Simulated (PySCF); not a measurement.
# The 14-electron isoelectronic series, spin-free X2C

Calculated with PySCF 2.14 from differences of total energies of unrestricted determinants, without spin-orbit coupling. Each ion has its own even-tempered basis scaled to its charge (19s12p5d4f for the first); frozen: 1s2. Ionisation energies in eV, correlation energies of the ion in mhartree.

```
  ion      configuration     UHF  MP2 (outer shells)  CCSD (outer shells)  CCSD(T) (outer shells)     LDA     PBE    PBE0  E_corr MP2  E_corr CCSD(T)  NIST (with spin-orbit, Breit and QED)
Mn¹¹⁺  [Ne] 3s2 3p2 (3P)  312.03              312.61               312.56                  312.56  313.14  313.10  313.12      -435.0          -458.5                        314.4 ± 0.6 (s)
Fe¹²⁺  [Ne] 3s2 3p2 (3P)  358.41              358.99               358.94                  358.94  359.55  359.52  359.53      -438.6          -462.4                          361 ± 0.7 (s)
Co¹³⁺  [Ne] 3s2 3p2 (3P)  407.87              408.46               408.40                  408.40  409.04  409.02  409.02      -442.6          -466.8                            410 ± 1 (s)
Ni¹⁴⁺  [Ne] 3s2 3p2 (3P)  460.43              461.01               460.95                  460.95  461.61  461.60  461.61      -445.6          -469.9                        462.8 ± 1.1 (s)
Cu¹⁵⁺  [Ne] 3s2 3p2 (3P)  516.05              516.62               516.55                  516.55  517.25  517.27  517.26      -447.5          -471.7                        518.7 ± 1.2 (s)
Zn¹⁶⁺  [Ne] 3s2 3p2 (3P)  574.79              575.37               575.29                  575.29  576.01  576.04  576.03      -451.4          -475.9                        577.8 ± 1.3 (s)
Ge¹⁸⁺  [Ne] 3s2 3p2 (3P)  701.55              702.12               702.03                  702.03  702.80  702.87  702.85      -456.9          -481.5                          706.7 ± 1 (s)
As¹⁹⁺  [Ne] 3s2 3p2 (3P)  769.58              770.18               770.11                  770.11  770.84  770.93  770.90      -462.5          -488.4                          774 ± 1.8 (s)
Se²⁰⁺  [Ne] 3s2 3p2 (3P)  840.73              841.32               841.24                  841.24  842.00  842.12  842.08      -464.7          -490.3                          845.8 ± 2 (s)
```

(1) Interpolate the row of Ga¹⁷⁺.

Each ion has its own basis, which adds noise of up to about 0.1 % along the series.

NIST values marked (s) are semi-empirical, (t) theoretical. Open shells are high-spin determinants of the terms that Hund's rules give.

Spin-orbit coupling of the open shells is absent from the calculated values and included in NIST's; it grows fast with Z.

Results:

(1) configuration [Ne] 3s2 3p2 (3P); UHF 636.61; MP2 (outer shells) 637.17; CCSD (outer shells) 637.08; CCSD(T) (outer shells) 637.08; LDA 637.84; PBE 637.89; PBE0 637.88; E_corr MP2 -453.5; E_corr CCSD(T) -477.8; NIST (with spin-orbit, Breit and QED) 640 ± 1.5 (s).
